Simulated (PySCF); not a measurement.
C5H15NSi2.
Atom-mapped SMILES: `[CH3:1][CH2:2][CH2:3][Si@H:4]1[CH2:5][CH2:6][SiH2:7][NH:8]1` (hydrogens: H9, H10, H11 on C1; H12, H13 on C2; H14, H15 on C3; H16 on Si4; H17, H18 on C5; H19, H20 on C6; H21, H22 on Si7; H23 on N8)

Level: PBE0/pcSseg-1 in PySCF, non-relativistic, on one gas-phase PBE0-D3(BJ)/def2-SVP geometry that isn't relaxed in the solvent. The solvent is an IEF-PCM continuum (van der Waals radii × 1.2). The model holds no explicit solvent molecules, cavitation or dispersion.

Gas phase at PBE0/pcSseg-1: HOMO -7.04 eV, LUMO 0.81 eV, dipole 0.70 D.

Q: What does the continuum do to the energy, the frontier levels and the dipole at PBE0/pcSseg-1 in chloroform?

A: 
```csv
solvent,ε,E(solvent) − E(gas) (kcal/mol),polarisation term (kcal/mol),distortion of the solute (kcal/mol),HOMO (eV),LUMO (eV),dipole (D)
chloroform,4.711,-1.69,-1.78,0.09,-6.99,0.89,0.83
```

Polarisation term: ½ Σ q·V over the induced surface charges. Distortion: the rise of the solute's own energy as its density leaves the gas-phase optimum.

Q: Which ESP-fitted charges (PBE0/pcSseg-1) respond most in chloroform (means over atoms taken as equivalent)?

A: 
| atoms | environment | gas (e) | solvent (e) | change |
| --- | --- | --- | --- | --- |
| N8 | nitrogen bridging silicon atoms | -0.859 | -0.884 | -0.025 |
| Si4 | SiH silicon | +0.651 | +0.669 | +0.018 |
| H23 | N–H hydrogen | +0.384 | +0.401 | +0.017 |
| Si7 | SiH2 silicon | +0.619 | +0.636 | +0.017 |
| H16 | Si–H hydrogen | -0.166 | -0.180 | -0.014 |
| C1 | methyl carbon | -0.356 | -0.369 | -0.013 |
| C2 | chain CH2 carbon | +0.393 | +0.405 | +0.012 |
| C5 | sp3 carbon bound to silicon | -0.146 | -0.157 | -0.011 |
| H22 | Si–H hydrogen | -0.148 | -0.158 | -0.010 |
| C6 | sp3 carbon bound to silicon | -0.352 | -0.361 | -0.009 |
| H21 | Si–H hydrogen | -0.149 | -0.157 | -0.008 |
| H18 | methylene hydrogen | +0.084 | +0.090 | +0.006 |

Q: Which Mayer bond orders change most in chloroform?

A: 
| bond | length (Å) | gas | solvent | change |
| --- | --- | --- | --- | --- |
| Si7–N8 | 1.744 | 0.977 | 0.987 | +0.010 |
| Si4–H16 | 1.504 | 0.925 | 0.918 | -0.007 |
| N8–H23 | 1.014 | 0.925 | 0.918 | -0.007 |
| C3–Si4 | 1.881 | 0.904 | 0.910 | +0.006 |
| C6–Si7 | 1.893 | 0.922 | 0.926 | +0.004 |
| N8–Si4 | 1.749 | 0.939 | 0.943 | +0.004 |
| Si7–H22 | 1.501 | 0.912 | 0.908 | -0.004 |
| Si4–C5 | 1.895 | 0.913 | 0.916 | +0.003 |

On one thread of an Intel Xeon 6975P-C, shared host with 192 logical CPUs at a one-minute load of 92, this took 35 s wall and 1.3 GiB of memory at its peak. This is the whole shielding run at PBE0/pcSseg-1 in chloroform, SCF included.
